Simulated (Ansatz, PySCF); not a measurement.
H3NO3S, SMILES NS(=O)(=O)O. Atoms are numbered in the order given.

```xyz
8

N      1.1953    -0.6178    -0.8060
S     -0.0416    -0.1042     0.1474
O     -1.1811    -0.9723    -0.0803
O      0.4870     0.1638     1.4711
O     -0.3589     1.3482    -0.5758
H      0.9059    -0.7848    -1.7689
H      2.0216    -0.0260    -0.7298
H     -1.0967     1.7576    -0.0898
```
Charge 0, spin multiplicity 1.

Coordinates come from a r2SCAN-D4/def2-SVP optimisation. One conformer was computed; it need not be the lowest.

Two levels are set side by side: PBE-D3(BJ)/def2-SVP (Ansatz, an electronic-structure program) and r2SCAN-D4/def2-SVP (PySCF). Each level has its own optimised geometry; the coordinates shown are those of the second. Frequencies come from the Hessian of PySCF at each geometry. Differences are taken from unrounded values.

```csv
quantity,r2SCAN-D4,PBE-D3(BJ),PBE-D3(BJ) minus r2SCAN-D4
mean bond length (Å),1.316,1.329,0.013
bond N1–S2 (Å),1.644,1.664,0.020
bond S2–O3 (Å),1.450,1.464,0.014
bond S2–O4 (Å),1.450,1.464,0.014
bond S2–O5 (Å),1.653,1.675,0.022
bond N1–H6 (Å),1.019,1.027,0.008
bond N1–H7 (Å),1.019,1.027,0.008
bond O5–H8 (Å),0.974,0.982,0.008
highest harmonic wavenumber (cm⁻¹),3752,3640,-112
mean harmonic wavenumber (cm⁻¹),1226,1186,-40
zero-point energy (kcal/mol),31.54,30.51,-1.03
```
